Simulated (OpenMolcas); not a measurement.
Te⁺: terms and fine structure

```
Program             : OpenMolcas 26.06
Method              : SS-RASPT2, IPEA 0.25 Eh, imaginary shift 0.1 Eh (closed shells correlated: 4d)
Basis               : ANO-RCC-VQZP [8s7p5d3f2g]
Scalar Hamiltonian  : DKH2, point nucleus
Active space        : 5 electrons in 9 orbitals (RAS2 5s 5p; RAS3 5d, at most 2 electrons)
State averaging     : 2S+1 = 4 odd, 1 root; 2S+1 = 2 odd, 8 roots; 2S+1 = 4 even, 3 roots; 2S+1 = 2 even, 8 roots
Spin-orbit coupling : RASSI with atomic mean-field integrals over the reference wave functions, term energies averaged over their components
```

With spin-orbit coupling, above the lowest level:

```tsv
Configuration	Term	J	E (cm-1)	Measured (cm-1)	g	Term weight %	Second
5s2 5p3	4S*	3/2	0.0	0.0	1.966	95	4 2P*
5s2 5p3	2D*	3/2	10660	10222	0.892	85	12 2P*
5s2 5p3	2D*	5/2	12420	12422	1.200	100	
5s2 5p3	2P*	1/2	21160	20547	0.666	100	
5s2 5p3	2P*	3/2	23710	24032	1.278	83	14 2D*
5s 5p4	4P	5/2	71630	71193	1.591	97	3 2D
5s 5p4	4P	3/2	75000	74893	1.725	99	
5s 5p4	4P	1/2	76990		2.669	100
```

Against the 6 measured excited levels shown (NIST Handbook of Basic Atomic Spectroscopic Data) the mean absolute deviation is 320 cm-1; the largest miss in energy is 5s2 5p3 2P* 1/2: computed 21160, measured 20547 cm-1 (+3.0 %), and the largest in proportion 5s2 5p3 2D* 3/2 (+4.3 %).

Spin-orbit coupling puts the lowest level 880 cm-1 below the lowest spin-free term.

CASPT2 breaks the degeneracy within a term, and the mean is taken; among the terms shown or strongly mixed into the levels shown the widest spread is 11 cm-1 (5s2 5p3 2D*). The run also gave levels led by 5s2 5p2 5d, which use shells meant for correlation; these and all levels above them are left out. Some terms mix strongly with configurations of 5d, whose occupation reaches 0.21 (5s 5p4 4P). Measured partners are found by configuration, term and J. A level has none where our copy of the source lacks it or the pairing is in doubt (some pairs that miss far off the trend of their configuration count as doubtful), and it then counts in no deviation. Only configurations of the active space appear. The first state left out of the spin-orbit step lies near 100000 cm-1 above the lowest spin-free state of the reference (among the parities and spins computed), and the list stops at four fifths of that energy or lower.

The term weight is that of the spin-free term in the level, not the purity of its configuration. * marks odd parity.
